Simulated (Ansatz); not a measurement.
`[F][Sn]([F])([F])[I]` + H₂O → `[OH][Sn]([F])([F])[F]` + HI at 700 K and 1 bar (formal hydrolysis of the Sn–I bond).

Computed with Ansatz on PBE0-D4/def2-TZVP structures; ΔE is electronic, products minus reactants. CCSD(T)/CBS is the MP2 limit (def2-TZVPP, def2-QZVPP) plus CCSD(T) − MP2 in def2-TZVPP, frozen cores. This one scheme is used for every species. def2 core potentials past Kr. For I, Sn outer-core shells are correlated without core-valence functions, which leaves a few kJ/mol of doubt a bond. Each species was taken in one conformer, which may not be the lowest.

| species | CCSD(T)/CBS energy (Eh) | H − E (kJ/mol) | S (J/(mol·K)) |
| --- | --- | --- | --- |
| `[F][Sn]([F])([F])[I]` | -810.98500 | 78.6 | 451.5 |
| H₂O | -76.37941 | 80.5 | 218.4 |
| `[OH][Sn]([F])([F])[F]` | -589.29279 | 115.9 | 455.8 |
| HI | -298.03592 | 34.6 | 231.7 |

H − E and S are ideal-gas, rigid-rotor, harmonic terms from PBE0-D4/def2-TZVP, for one conformer and one mirror image of each species. 1 Eh = 2625.50 kJ/mol, R = 8.31446 J/(mol·K).

By hand: ΔE, ΔH, ΔS and ΔG.

ΔE = (-589.29279) + (-298.03592) − (-810.98500) − (-76.37941) = 0.03570 Eh = 93.7 kJ/mol. Δ(H − E) = 115.9 + 34.6 − 78.6 − 80.5 = -8.6, so ΔH = 85.1 kJ/mol. ΔS = 455.8 + 231.7 − 451.5 − 218.4 = 17.6 J/(mol·K). ΔG = 85.1 − 700 × (17.6)/1000 = 72.8 kJ/mol.

By hand: the equilibrium constant, and the temperature at which ΔG would vanish if ΔH and ΔS stayed fixed.

log₁₀ K = −ΔG/(RT ln 10) = -5.4. ΔG = 0 at ΔH/ΔS = 4835 K, far beyond where these terms or the molecules hold.

ΔH outweighs TΔS. A doubt of 5 kJ/mol in ΔE shifts log₁₀ K by 0.4 here. Other conformers and mirror images would add mixing entropy, several J/(mol·K) or more a flexible species. These are equilibria of isolated gas molecules and say nothing of rates. Largest T1 diagnostic: 0.015 (customary marks: 0.02 for closed shells, 0.045 for open ones).
